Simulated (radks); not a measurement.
Numerical settings for the iron ion Fe+, [Ar] 3d6 4s1. All-electron calculation, non-relativistic Kohn-Sham, PBE, spin-polarised, spherical densities, point nucleus; open shells are filled with parallel spins first. Program: a radial shooting solver on a logarithmic mesh with Libxc functionals. The defaults (mesh step 0.008 in ln r, mesh end at 40 bohr or more with all orbitals vanishing there, Anderson mixing 0.5 over 9 steps, residual threshold near 1e-9 with the energy settled to 1e-9 hartree or 1e-11 of itself, here a cap of 91 iterations) give E = -1263.1480 hartree and 4s at -12.884 eV in 15 iterations. Run on one thread of a shared host, so times are rough (Arm Neoverse V1): 0.15 s of CPU time, 0.15 s wall, 15 iterations on 2546 mesh points. Changes against that run (0 stands for a change within the tolerance of the run):

setting,iterations,converged,E (mhartree),e(4s) (meV),CPU (s)
mesh step in ln r 0.003,15,yes,0,0,0.36
mesh step in ln r 0.03,15,yes,+0.000405,0,0.05
mesh step in ln r 0.08,35,yes,+0.222,+0.0341,0.06
mesh end (bohr) 1,13,level above zero,+9.17e+04,+8.55e+05,0.1
mesh end (bohr) 8,15,yes,+0.305,+19.7,0.14
residual threshold 1e-05,12,yes,0,+0.0423,0.13
residual threshold 0.1,10,yes,0,+0.223,0.11
mixing 2.5,16,yes,0,0,0.16
"linear mixing, mixing 0.8",91,no,+3.82e+03,-1.61e+04,1.3
"linear mixing, mixing 0.2",88,yes,0,0,0.59
mixing history 3,19,yes,0,0,0.16
iteration cap 3,3,no,+11.7,-1.25e+03,0.04

Settled on a wrong energy, with an occupied level pushed above zero by the early mesh end: mesh end (bohr) 1 (+91.7 hartree). Apart from these: no run marked as converged misses the energy by more than 1 mhartree. A mesh that ends early acts as a hard wall.
